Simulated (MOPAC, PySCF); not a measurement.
H₆Ge₂, SMILES `[GeH3][GeH3]`, neutral singlet in the gas phase. 

Cartesian coordinates (Å):
SMILES: [GeH3][GeH3]
```xyz
8

Ge    -1.2093    -0.0221    -0.0519
Ge     1.2093     0.0221     0.0519
H     -1.7146    -1.4742    -0.1343
H     -1.7050     0.7416    -1.2936
H     -1.8106     0.6371     1.2029
H      1.8106    -0.6408    -1.2009
H      1.7146     1.4744     0.1302
H      1.7049    -0.7382     1.2958
```
Charge 0, spin multiplicity 1.

All levels are single points at this geometry (PBE0-D3(BJ)/def2-SVP); Pople sets use spherical d functions. Orbital energies aren't observables, and empty levels follow the basis.

AM1 in MOPAC gives dipole (D) = 0.00.

**Question.** Estimate the dipole (D) from each of these levels: PBE-D3(BJ)/def2-TZVP in PySCF; PBE0-D3(BJ)/def2-TZVP in PySCF; B3LYP/3-21G in PySCF; B3LYP/6-311+G** (LANL2DZ on Ge) in PySCF; B3LYP/6-31G* in PySCF; B3LYP/LANL2DZ in PySCF; BP86/6-31G* in PySCF; PBE/6-31G* in PySCF; SVWN5/6-31G* in PySCF; HF/6-31G* in PySCF; HF/STO-3G in PySCF; PM3 in MOPAC.

**Answer.** 
```tsv
level	dipole (D)
PBE-D3(BJ)/def2-TZVP in PySCF	0.00
PBE0-D3(BJ)/def2-TZVP in PySCF	0.00
B3LYP/3-21G in PySCF	0.00
B3LYP/6-311+G** (LANL2DZ on Ge) in PySCF	0.00
B3LYP/6-31G* in PySCF	0.00
B3LYP/LANL2DZ in PySCF	0.00
BP86/6-31G* in PySCF	0.00
PBE/6-31G* in PySCF	0.00
SVWN5/6-31G* in PySCF	0.00
HF/6-31G* in PySCF	0.00
HF/STO-3G in PySCF	0.00
PM3 in MOPAC	0.00
```
